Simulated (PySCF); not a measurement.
# One molecule, several mistakes: Al2BCH6

Calculated results; nothing here was measured. The program is PySCF 2.14.0, an open-source quantum chemistry code, run on an isolated molecule that a program drew, which may never have been made. The molecule is Al2BCH6 (charge 0, doublet), drawn as the SMILES string `C[BH][AlH][AlH]`.

Each row is a Hartree-Fock (HF) and frozen-core CCSD(T) single point in the cc-pV(D+d)Z basis, meant for a local HF minimum. Run 1 is clean. Each other run has one planted mistake out of seven kinds, and not every kind appears here: one electron removed, one electron added, multiplicity raised by two, geometry at a saddle point, minimal basis STO-3G, one bond length entered in bohr, all coordinates scaled. The reference is restricted for singlets and unrestricted otherwise, and also for a bond in bohr. Adding or removing an electron swaps singlet and doublet. Electrons count all cores. HOMO and LUMO are orbital energies over both spins, the gradient is its largest component, and the lowest frequency (negative if imaginary) is given only where the gradient is small. Bond lengths are over the 9 bonds as drawn. T1 is the CCSD diagnostic: over 0.02 (restricted) or 0.045 (unrestricted) a single reference is doubtful.

Geometry of the clean run:
```xyz
10
Al2BCH6, angstrom
C    -1.1399   -0.9421    1.9298
B    -1.3108   -1.3743    0.4164
Al   -0.7770   -0.2088   -1.3243
Al   -2.4980    1.1159   -2.7834
H    -0.7757   -1.7693    2.5483
H    -0.5217   -0.0617    2.1162
H    -2.1518   -0.7191    2.3026
H    -1.8422   -2.4491    0.2477
H     0.6966   -0.3200   -1.9268
H    -2.9406    2.6454   -2.6508
```

| run | electrons | basis functions | <S^2> | HOMO (eV) | LUMO (eV) | gradient (hartree/bohr) | lowest frequency (cm^-1) | mean bond (Å) | longest bond (Å) | T1 | HF (hartree) | CCSD(T) (hartree) | mistake |
|---|---|---|---|---|---|---|---|---|---|---|---|---|---|
| 1 | 43 | 104 | 0.792 | -7.05 | 0.47 | 2.0e-05 | 50 | 1.5616 | 2.616 | 0.0203 | -549.81767 | -550.22551 | no fault |
| 2 | 42 | 104 | 0.000 | -13.78 | -5.67 | 2.7e-02 | - | 1.5616 | 2.616 | 0.0160 | -549.58384 | -549.98385 | one electron removed |
| 3 | 43 | 104 | 3.818 | -6.43 | -0.76 | 2.9e-02 | - | 1.5616 | 2.616 | 0.0401 | -549.72253 | -550.12285 | ? |
| 4 | 43 | 34 | 0.779 | -2.58 | 7.39 | 4.2e-02 | - | 1.5616 | 2.616 | 0.0148 | -543.16391 | -543.35261 | ? |

**Which mistake was planted in run 3, and what did it cost?**

Electrons, basis and geometry are unchanged, and <S^2> is 3.818, beside S(S+1) = 3.75 for a multiplicity of 4. So the mistake is: multiplicity raised by two. Subtracting run 1 and multiplying by 627.51 kcal/mol a hartree, the energy moved by 59.7 kcal/mol in HF and 64.4 kcal/mol in CCSD(T).

**Which mistake was planted in run 4, and what did it cost?**

It has 34 basis functions where the clean run has 104, with the same electrons and geometry. So the mistake is: minimal basis STO-3G. Subtracting run 1 and multiplying by 627.51 kcal/mol a hartree, the energy moved by 4175.3 kcal/mol in HF and 4312.8 kcal/mol in CCSD(T).

